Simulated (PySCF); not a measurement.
C3H12N2S2Si2.
Atom-mapped SMILES: `[CH3:1][NH:2][Si@@H:3]1[CH2:4][S:5][CH2:6][Si@H:7]([SH:8])[NH:9]1`

Structure used (GFN2-xTB), in Å, numbered top down from 1:
```
atom  x, y, z in Å
C1    -2.7876    1.6307    0.3342
N2    -2.2237    0.3020    0.3330
Si3   -0.8163   -0.0940   -0.5623
C4    -0.4825   -1.9414   -0.3420
S5     1.1494   -2.3605   -1.0262
C6     2.2507   -1.5815    0.1967
Si7    2.1526    0.2977    0.0348
S8     3.2687    1.2002    1.6413
N9     0.5034    0.7655    0.1805
H10   -3.4884    1.7845   -0.4924
H11   -1.9828    2.3538    0.2330
H12   -3.3113    1.8165    1.2737
H13   -2.9427   -0.4003    0.4141
H14   -0.8057    0.2298   -1.9974
H15   -0.4974   -2.2792    0.6923
H16   -1.1755   -2.5541   -0.9119
H17    1.9679   -1.9549    1.1804
H18    3.2412   -1.9631   -0.0398
H19    2.7372    0.7365   -1.2328
H20    2.9604    2.4440    1.3141
H21    0.2734    1.5848    0.7173
```

Probes without a nucleus sit at each ring's centroid and 1 Å off its mean plane on both sides; NICS is minus the shielding there, NICSzz its component along the normal. Level: GIAO PBE0/pcSseg-1 (PySCF, non-relativistic, gas phase) on the GFN2-xTB geometry, one conformer.

Ring bond lengths (Å), with Mayer bond orders in brackets: Si3–C4 1.890 (0.83), C4–S5 1.818 (0.97), S5–C6 1.821 (0.97), C6–Si7 1.889 (0.86), Si7–N9 1.721 (0.99), N9–Si3 1.741 (0.91).

What do the NICS probes read (ppm)?

```csv
ring,type,NICS(0),"NICS(1), two faces","NICS(1)zz, two faces",rms pucker (Å),"centre to ring atoms, mean (Å)"
Si3–C4–S5–C6–Si7–N9,"6-membered ring with N, S and 2 Si; formal bonds all single",-2.1,-2.0 / -1.7,3.9 / 5.9,0.31,1.74
```

What can be read from them?

- Si3–C4–S5–C6–Si7–N9: mean NICS(1)zz 4.9 ppm, deshielded. Si3, C4, C6, Si7 have four or more neighbours, so the value isn't read as a sign of a π ring current.

Give the inner angles of the rings and the Hirshfeld charges of the ring atoms.

- Si3–C4–S5–C6–Si7–N9: Si3 107.4° (+0.397 e), C4 109.9° (-0.173 e), S5 101.0° (+0.008 e), C6 109.7° (-0.170 e), Si7 108.2° (+0.349 e), N9 123.8° (-0.341 e); sum 660.0° against 720° for a flat convex ring.

What are the shieldings of the ring atoms and their hydrogens in the same run (means over atoms taken as equivalent)?

```csv
atoms,environment,σ isotropic (ppm),"principal values of the symmetric part, first atom (ppm)"
Si3,SiH silicon,378.1,"355.4, 373.8, 405.0"
C4,sp3 carbon bound to sulfur,168.5,"153.6, 173.1, 178.7"
S5,sulfide sulfur,595.0,"416.1, 578.5, 790.3"
C6,sp3 carbon bound to sulfur,166.6,"151.8, 172.5, 175.6"
Si7,SiH silicon,370.0,"337.9, 370.9, 401.3"
N9,nitrogen bridging silicon atoms,227.8,"182.9, 235.7, 264.8"
H14,Si–H hydrogen,26.52,"23.2, 24.4, 31.9"
H15,methylene hydrogen,30.10,"25.1, 29.3, 35.9"
H16,methylene hydrogen,30.69,"24.7, 29.0, 38.4"
H17,methylene hydrogen,29.89,"24.6, 29.4, 35.7"
H18,methylene hydrogen,30.32,"24.1, 28.8, 38.1"
H19,Si–H hydrogen,26.19,"22.3, 24.6, 31.6"
H21,N–H hydrogen,31.42,"22.5, 31.4, 40.3"
```
